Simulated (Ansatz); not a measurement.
System: H$_{3}$BPO, charge 0, doublet. H3BPO (SMILES O[B]P, doublet).
B3LYP-D3(BJ)/def2-TZVP minimum from Ansatz (a quantum-chemistry and plane-wave program):
```xyz
6

B     -0.6221    -0.1688    -0.5785
O     -1.0568     1.0394    -0.9555
H     -1.7759     1.0384    -1.5973
P      0.6915    -0.4902     0.7740
H      1.6725     0.4527     0.3647
H      1.2958    -1.6094     0.1593
```
Charge 0, spin multiplicity 2.

Property: atomisation energy (electronic, to ground-state atoms), in kJ/mol. UHF or UKS for unpaired electrons; spin-orbit terms are left out. CBS(X,Y): correlation extrapolated as X^-3, Hartree-Fock from the larger set. A bracket is a step between two methods taken in the basis named. The functionals are non-relativistic, so their misses hold any scalar relativity. Double hybrids freeze cores in their MP2 part. 'core' is core correlation in cc-pwCVTZ (1s frozen past Ne), 'X2C' scalar relativity in cc-pVTZ-DK, both at CCSD(T). For partners of very few electrons the exact lower level stands in for a higher one.

CCSD(T)/CBS(cc-pV(T+d)Z,cc-pV(Q+d)Z) + [CCSDT(Q) - CCSD(T)]/cc-pV(D+d)Z + core + X2C (Ansatz) gives 1926.6 kJ/mol.

Question: What does PBE/def2-TZVPD (Ansatz) give here, and how do the other levels compare?

Answer: PBE gives 1975.4 kJ/mol, 48.8 kJ/mol above it. Differences of the others: r2SCAN/def2-TZVPD (Ansatz) 26.0; B3LYP/def2-TZVPD (Ansatz) 2.2; PBE0/def2-TZVPD (Ansatz) 1.0; wB97M-V/def2-TZVPD (Ansatz) 13.6; B2PLYP/def2-TZVPD (Ansatz) -22.1; CCSD(T)/CBS(cc-pV(T+d)Z,cc-pV(Q+d)Z) + core + X2C (Ansatz) -3.2 kJ/mol. Nearer than PBE: r2SCAN/def2-TZVPD, B3LYP/def2-TZVPD, PBE0/def2-TZVPD, wB97M-V/def2-TZVPD, B2PLYP/def2-TZVPD, CCSD(T)/CBS(cc-pV(T+d)Z,cc-pV(Q+d)Z) + core + X2C.
